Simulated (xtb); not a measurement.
xtb input (GFN2-xTB):

```bash
xtb mol.xyz --gfn 2 --ohess tight --chrg 0 --uhf 0
```
mol.xyz:
```
9

Cl    -1.91212845    -0.81161984     1.16957761
Si    -1.50308065    -0.28289817    -0.75811992
Cl    -2.11078088     1.67801304    -1.03511707
O      0.11165570    -0.40590833    -1.04222448
Si     1.63360445    -0.15432436    -0.41608027
Cl     1.64763702     1.50329839     0.66849934
Cl     2.12188195    -1.74878954     0.72955709
H     -2.19389579    -1.18817522    -1.61220493
H      2.53297110    -0.04608677    -1.54194617
```

Output:

```
           -------------------------------------------------
          |                Calculation Setup                |
           -------------------------------------------------

           -------------------------------------------------
          |                 G F N 2 - x T B                 |
           -------------------------------------------------

        Reference                      10.1021/acs.jctc.8b01176
      * Hamiltonian:
        H0-scaling (s, p, d)           1.850000    2.230000    2.230000
        zeta-weighting                 0.500000
      * Dispersion:
        s8                             2.700000
        a1                             0.520000
        a2                             5.000000
        s9                             5.000000
      * Repulsion:
        kExp                           1.500000    1.000000
        rExp                           1.000000
      * Coulomb:
        alpha                          2.000000
        third order                    shell-resolved
        anisotropic                    true
        a3                             3.000000
        a5                             4.000000
        cn-shift                       1.200000
        cn-exp                         4.000000
        max-rad                        5.000000

          ...................................................
          :                      SETUP                      :
          :.................................................:
          :  # basis functions                  66          :
          :  # atomic orbitals                  60          :
          :  # shells                           22          :
          :  # electrons                        44          :
          :  max. iterations                   250          :
          :  Hamiltonian                  GFN2-xTB          :
          :  restarted?                      false          :
          :  GBSA solvation                  false          :
          :  PC potential                    false          :
          :  electronic temp.          300.0000000     K    :
          :  accuracy                    1.0000000          :
          :  -> integral cutoff          0.2500000E+02      :
          :  -> integral neglect         0.1000000E-07      :
          :  -> SCF convergence          0.1000000E-05 Eh   :
          :  -> wf. convergence          0.1000000E-03 e    :
          :  Broyden damping             0.4000000          :
          :  net charge                          0          :
          :  unpaired electrons                  0          :
          ...................................................

 iter      E             dE          RMSdq      gap      omega  full diag
   1    -26.9205423 -0.269205E+02  0.855E+00    7.53       0.0  T
   2    -27.0811790 -0.160637E+00  0.562E+00    5.59       1.0  T
   3    -27.0977217 -0.165427E-01  0.309E+00    6.27       1.0  T
   4    -27.0944084  0.331339E-02  0.163E+00    5.66       1.0  T
   5    -27.0917888  0.261950E-02  0.135E+00    6.43       1.0  T
   6    -27.1032962 -0.115074E-01  0.398E-01    6.15       1.0  T
[...]
     5  14 Si       7  17 Cl                                      1.9957135 (max)
     2  14 Si       8   1 H                                       1.4469691 (min)
     5  14 Si       9   1 H                                       1.4470670

 * 3 distinct bonds (by element types)

   Z      Z             #   av. dist./Å        max./Å        min./Å
   1 H   14 Si          2     1.4470180     1.4470670     1.4469691
   8 O   14 Si          2     1.6210895     1.6212007     1.6209783
  14 Si  17 Cl          4     1.9951181     1.9957135     1.9945190

           -------------------------------------------------
          |               Frequency Printout                |
           -------------------------------------------------
 projected vibrational frequencies (cm⁻¹)
eigval :       -0.00    -0.00    -0.00     0.00     0.00     0.00
eigval :        4.11    27.20    41.18   119.85   143.73   149.96
eigval :      204.70   256.66   272.96   441.53   479.60   551.62
eigval :      561.23   597.33   615.21   623.16   676.00   733.71
eigval :     1065.41  2369.52  2373.29
 reduced masses (amu)
   1: 31.15   2: 31.25   3: 34.66   4: 34.49   5: 32.03   6: 32.96   7: 34.75   8: 32.51
   9: 32.19  10: 33.87  11: 31.98  12: 31.24  13: 27.93  14: 21.61  15: 22.24  16: 30.93
  17: 31.37  18: 30.53  19: 29.22  20: 20.36  21:  2.86  22:  3.69  23:  3.64  24:  9.19
  25: 17.65  26:  1.84  27:  1.86
 IR intensities (km·mol⁻¹)
   1:  0.03   2:  0.04   3:  0.51   4:  0.27   5:  0.27   6:  0.15   7:  0.20   8:  0.39
   9:  0.01  10:  1.55  11: 10.93  12:  1.89  13: 14.77  14: 37.93  15: 42.00  16: 30.11
  17:  7.22  18: 15.84  19: 56.08  20:  0.44  21: 67.68  22:525.65  23:390.84  24: 78.45
  25:720.64  26: 54.66  27:211.10
 Raman intensities (Ä⁴*amu⁻¹)
   1:  0.00   2:  0.00   3:  0.00   4:  0.00   5:  0.00   6:  0.00   7:  0.00   8:  0.00
   9:  0.00  10:  0.00  11:  0.00  12:  0.00  13:  0.00  14:  0.00  15:  0.00  16:  0.00
  17:  0.00  18:  0.00  19:  0.00  20:  0.00  21:  0.00  22:  0.00  23:  0.00  24:  0.00
  25:  0.00  26:  0.00  27:  0.00
 output can be read by thermo (or use thermo option).
 writing <g98.out> molden fake output.
 recommended (thermochemical) frequency scaling factor: 1.0
           -------------------------------------------------
          |             Thermodynamic Functions             |
           -------------------------------------------------

c2  symmetry found (for desy threshold:  0.10E+00) used in thermo

          ...................................................
          :                      SETUP                      :
          :.................................................:
          :  # frequencies                          21      :
          :  # imaginary freq.                       0      :
          :  linear?                             false      :
          :  only rotor calc.                    false      :
          :  symmetry                               c2      :
          :  rotational number                       2      :
          :  scaling factor                  1.0000000      :
          :  rotor cutoff                   50.0000000 cm⁻¹ :
          :  imag. cutoff                  -20.0000000 cm⁻¹ :
          :.................................................:

    mode    ω/cm⁻¹     T·S(HO)/kcal·mol⁻¹    T·S(FR)/kcal·mol⁻¹   T·S(vib)
   ------------------------------------------------------------------------
       1      4.11    -2.91568 (  0.00%)    -1.79546 (100.00%)    -1.79551
       2     27.20    -1.79596 (  8.05%)    -1.23666 ( 91.95%)    -1.28171
       3     41.18    -1.55077 ( 31.52%)    -1.11387 ( 68.48%)    -1.25158
       4    119.85    -0.92508 ( 97.06%)    -0.79751 (  2.94%)    -0.92133
       5    143.73    -0.82101 ( 98.56%)    -0.74371 (  1.44%)    -0.81989
       6    149.96    -0.79688 ( 98.78%)    -0.73113 (  1.22%)    -0.79607
Note: The following floating-point exceptions are signalling: IEEE_UNDERFLOW_FLAG IEEE_DENORMAL
normal termination of xtb
       7    204.70    -0.62327 ( 99.65%)    -0.63897 (  0.35%)    -0.62333
       8    256.66    -0.50219 ( 99.86%)    -0.57195 (  0.14%)    -0.50229
       9    272.96    -0.47029 ( 99.89%)    -0.55371 (  0.11%)    -0.47039
   ------------------------------------------------------------------------

   temp. (K)  partition function   enthalpy   heat capacity  entropy
                                   cal/mol     cal/K/mol   cal/K/mol   J/K/mol
 298.15  VIB  0.114E+06             4861.268     24.273     32.945
         ROT  0.790E+06              888.752      2.981     29.967
         INT  0.902E+11             5750.021     27.254     62.912
         TR   0.307E+28             1481.254      4.968     41.994
         TOT                        7231.2747    32.2223   104.9064   438.9283

       T/K    H(0)-H(T)+PV         H(T)/Eh          T*S/Eh         G(T)/Eh
   ------------------------------------------------------------------------
    298.15    0.115238E-01    0.395634E-01    0.498444E-01   -0.102810E-01
   ------------------------------------------------------------------------

         :::::::::::::::::::::::::::::::::::::::::::::::::::::
         ::                  THERMODYNAMIC                  ::
         :::::::::::::::::::::::::::::::::::::::::::::::::::::
         :: total free energy         -27.050153993428 Eh   ::
         ::.................................................::
         :: total energy              -27.039872949373 Eh   ::
         :: zero point energy           0.028039595596 Eh   ::
         :: G(RRHO) w/o ZPVE           -0.038320639651 Eh   ::
         :: G(RRHO) contrib.           -0.010281044055 Eh   ::
         :::::::::::::::::::::::::::::::::::::::::::::::::::::

optimized geometry written to: xtbopt.xyz

           -------------------------------------------------
          | TOTAL ENERGY              -27.039872949373 Eh   |
          | TOTAL ENTHALPY            -27.000309583974 Eh   |
          | TOTAL FREE ENERGY         -27.050153993428 Eh   |
          | GRADIENT NORM               0.000155302661 Eh/α |
          | HOMO-LUMO GAP               6.364605177807 eV   |
           -------------------------------------------------

------------------------------------------------------------------------
------------------------------------------------------------------------
 total:
 SCF:
 ANC optimizer:
 analytical hessian:
```
